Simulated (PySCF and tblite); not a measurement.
The numbers below are computed, except where a source is named.
Molecule: C3H12AsBO, numbered as in [CH3:1][AsH:2][BH2-:3][O+:4]([CH3:5])[CH3:6]; H are named by their carrier, a and b as at the first point (Å):

```
C1       2.260   -0.360   -0.580
As2      1.717    0.538    1.129
B3      -0.178   -0.165    1.537
O4      -1.436   -0.089    0.389
C5      -1.190   -1.072   -0.608
C6      -1.386    1.195   -0.214
H1a      2.173   -1.441   -0.460
H1b      3.308   -0.140   -0.787
H1c      1.687   -0.054   -1.456
H2       1.368    1.858    0.442
H3a     -0.652    0.475    2.423
H3b     -0.144   -1.323    1.812
H5a     -1.970   -1.016   -1.374
H5b     -1.230   -2.046   -0.125
H5c     -0.213   -0.939   -1.071
H6a     -0.435    1.365   -0.725
H6b     -1.501    1.933    0.579
H6c     -2.211    1.295   -0.927
```

The mean out-of-plane torsion at O4 (0° is planar) is held and the rest relaxed at GFN2-xTB. Energies: revPBE/pcSseg-1 + D3(BJ). Couplings: B3LYP/pcseg-1 with H pcJ-1 B pcJ-1, gas phase, for ¹H, ¹¹B. (tblite 0.8, PySCF 2.14.)

Spin–orbit effects of heavy atoms are missing.

Problem. How do the most sensitive couplings change along the out-of-plane angle?

Solution. 
```
out-of-plane angle °  ¹J(B3,H3a)  ¹J(B3,H3b)  ²J(H3a,H3b)  ³J(H2,H3a)  ³J(H2,H3b)
                 -37       127.6       129.4        -11.9         1.0        11.5
                 -22       127.4       126.7        -10.9         1.9        10.7
                   0       130.0       126.6         -9.9         3.2        10.8
                  23       129.1       125.1         -9.5         2.9        11.3
                  38       134.1       126.9         -8.6         2.6        11.0
```
Values in Hz.

Problem. Set ³J(H2,H3a) against its H–As–B–H torsion.

Solution. -73°: 1.0 Hz, -71°: 1.9 Hz, -66°: 2.6 Hz, -66°: 3.2 Hz, -65°: 2.9 Hz.
